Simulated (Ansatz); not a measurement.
Computed with Ansatz on PBE0-D4/def2-TZVP structures; ΔE is electronic, products minus reactants. CBS: MP2 limit from def2 TZ/QZ plus the TZ coupled-cluster correction, frozen cores. DFT in def2-TZVPP. B3LYP here is the variant with VWN-RPA as its local correlation; programs differ in this. Each species was taken in one conformer, which may not be the lowest.

`CCO[SiH2]OC` + `FCCF` → `CO[SiH2]CF` + `CCOCF`  (formal exchange of groups at the Si–O bond)

**Question.** Is it downhill or uphill in electronic energy at CCSD(T)/CBS, and by how much? (Estimate.)

**Answer.** The calculation gave: Uphill: ΔE = +1.47 eV.

**Question.** What do these levels give: PBE0-D4, B3LYP-D4, ωB97X-V, B3LYP, HF/def2-TZVPP, SCS-MP2/def2-TZVPP? (Estimate.)

**Answer.** Ansatz gave: PBE0-D4 1.37, B3LYP-D4 1.41, ωB97X-V 1.39, B3LYP 1.40, HF/def2-TZVPP 1.54, SCS-MP2/def2-TZVPP 1.49 eV.

Largest T1 diagnostic among the species: 0.011.

In def2-TZVPP, CCSD(T) changes the Hartree–Fock value by −0.10 eV (the triples alone add −0.02 eV) and MP2 by −0.04 eV. From PBE to PBE0 (25 % exact exchange), in def2-TZVPP and without D4, ΔE moves by +0.08 eV.
